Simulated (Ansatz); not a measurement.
A run for Ansatz (an electronic-structure program): R-PBE/def2-TZVPPD on ClH3Si (SMILES [SiH3]Cl) with ghost functions, monomers drawn apart or pushed together. Files ending in .json are basis or fitting sets from the Basis Set Exchange.

Ansatz 0.2 input:
```yaml
crystal:
  periodic: [false, false, false]
  atoms:
    - {symbol: Si, position_ang: [-0.98233485, -0.73660676, 7.10508154]}
    - {symbol: Cl, position_ang: [0.84518636, 0.04783063, 6.52977384]}
    - {symbol: H, position_ang: [-1.68407909, 0.28081187, 7.91191049]}
    - {symbol: H, position_ang: [-0.72797550, -1.94652395, 7.91132668]}
    - {symbol: H, position_ang: [-1.75091340, -1.06635132, 5.89156536]}
basis:
  gaussian:
    orbitals: def2-TZVPPD.json
    ghost_atoms:
      - {symbol: P, position_ang: [0.11014149, -0.29786893, 0.05658711]}
      - {symbol: H, position_ang: [1.35459819, -0.92604765, 0.31148296]}
      - {symbol: H, position_ang: [0.32097764, -0.24325078, -1.34628937]}
      - {symbol: H, position_ang: [0.62145483, 1.00530653, 0.27668708]}
hamiltonian:
  xc: {name: PBE}
scf: {lower_state_search: off}
```

It printed:

```
WARN ansatz: RAYON_NUM_THREADS=1 ignored (pool sized by the plan → 1); use --threads N
Functional definition: PBE
these checks for a lower state are left out or cut short: stability, starts, cluster_reference, orbital_swaps, neighbouring_geometries, increment
integrals: 0.17 GiB planned
1273 factors; their error is unknown
mean field: 0.98 GiB planned
mean field evaluation 1: about -20440.5739 eV, gradient 1.6e1 eV
mean field evaluation 2: about -20440.9701 eV, gradient 1.4e1 eV
mean field evaluation 4: about -20441.4688 eV, gradient 1.1e0 eV
mean field evaluation 8: about -20441.4523 eV, gradient 2.4e-1 eV
mean field evaluation 16: about -20441.4524 eV, gradient 1.6e-6 eV
mean field -20441.45235685 eV, -751.2095184003 hartree, gradient 1.6e-6 eV, S^2 0.000000; 0 other end points of the search recorded, 0 dependent functions left out
reference -20441.45240853 eV, -751.2095202994 hartree; 17, 17 occupied and 232, 232 virtual orbitals, 1273 factors
Total energy: -20441.45240853 eV, -751.2095202994 hartree
Checks for a lower state left out: stability, starts, cluster_reference, orbital_swaps, neighbouring_geometries, increment
```

Self-consistency was reached.

Cost: roughly 2.7 core-seconds.
